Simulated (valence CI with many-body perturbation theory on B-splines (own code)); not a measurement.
# From CI to CI+MBPT in Lu⁵⁰⁺

Calculated by configuration interaction combined with many-body perturbation theory (CI+MBPT): three valence electrons over a frozen Dirac-Fock core [Ar], a basis of 9 s, 9 p, 10 d, 8 f, 5 g, 3 h, 1 i functions for each j, with the one-electron correlation potential Σ1 (screened to all orders), the two-electron term Σ2, the three-electron term Σ3, Breit, model QED; selected single and double excitations, second order for the rest (own B-spline code, finite nucleus).

No measured spectrum was set against this ion. As an estimate, large intervals hold to a few tenths of a per cent, small ones and those within an open d or f shell to about a per cent. Only levels of the ground parity were solved; by the run's estimate the other parity begins above the list, which can be wrong where configurations are misplaced.

Each rung adds one term. CI alone is the Dirac-Coulomb CI over the frozen core; QED comes last and gives the full result, which names the levels. Energies are above (3d3/2^3) J=3/2 on the same rung, in eV.

Levels are named by their leading jj configuration (3d3/2^4 stands for four electrons in 3d with j = 3/2), which in mixed levels can hold well under half, so a name can repeat and another be missing. Letters in brackets count levels of one name in rising energy.

| Level | CI alone |
| --- | --- |
| (3d3/2^2 3d5/2) J=5/2 [a] | 53.58 |
| (3d3/2^2 3d5/2) J=3/2 | 59.72 |
| (3d3/2^2 3d5/2) J=7/2 | 64.13 |
| (3d3/2^2 3d5/2) J=9/2 | 64.55 |
| (3d3/2^2 3d5/2) J=1/2 | 65.20 |
| (3d3/2^2 3d5/2) J=5/2 [b] | 87.23 |
| (3d3/2 3d5/2^2) J=7/2 [a] | 115.99 |
| (3d3/2 3d5/2^2) J=9/2 | 120.96 |
| (3d3/2 3d5/2^2) J=3/2 [a] | 125.11 |
| (3d3/2 3d5/2^2) J=1/2 | 128.10 |
| (3d3/2 3d5/2^2) J=11/2 | 130.81 |
| (3d3/2 3d5/2^2) J=5/2 [a] | 130.19 |
| (3d3/2 3d5/2^2) J=5/2 [b] | 138.40 |
| (3d3/2 3d5/2^2) J=7/2 [b] | 139.57 |
| (3d3/2 3d5/2^2) J=3/2 [b] | 157.33 |
| (3d5/2^3) J=9/2 | 182.71 |

**Question.** What do these energies become with core correlation, Breit and QED?

**Answer.** (3d3/2^2 3d5/2) J=5/2 [a] 52.83 (-0.749); (3d3/2^2 3d5/2) J=3/2 58.94 (-0.780); (3d3/2^2 3d5/2) J=7/2 62.31 (-1.821); (3d3/2^2 3d5/2) J=9/2 62.45 (-2.097); (3d3/2^2 3d5/2) J=1/2 63.97 (-1.230); (3d3/2^2 3d5/2) J=5/2 [b] 85.65 (-1.581); (3d3/2 3d5/2^2) J=7/2 [a] 114.08 (-1.908); (3d3/2 3d5/2^2) J=9/2 118.33 (-2.622); (3d3/2 3d5/2^2) J=3/2 [a] 123.27 (-1.838); (3d3/2 3d5/2^2) J=1/2 126.04 (-2.057); (3d3/2 3d5/2^2) J=11/2 127.47 (-3.336); (3d3/2 3d5/2^2) J=5/2 [a] 127.89 (-2.299); (3d3/2 3d5/2^2) J=5/2 [b] 135.69 (-2.710); (3d3/2 3d5/2^2) J=7/2 [b] 136.50 (-3.068); (3d3/2 3d5/2^2) J=3/2 [b] 155.00 (-2.324); (3d5/2^3) J=9/2 179.40 (-3.309).

**Question.** How does the ionisation energy move along the ladder, and which term matters most?

**Answer.** CI alone 4528.1, + Σ1 4530.8, + Σ2 4536.8, + Σ3 4536.9, + Breit 4532.8, + QED 4533.0 eV. The largest step is Σ2, 6.0 eV. NIST lists 4532 ± 4 eV (theoretical).
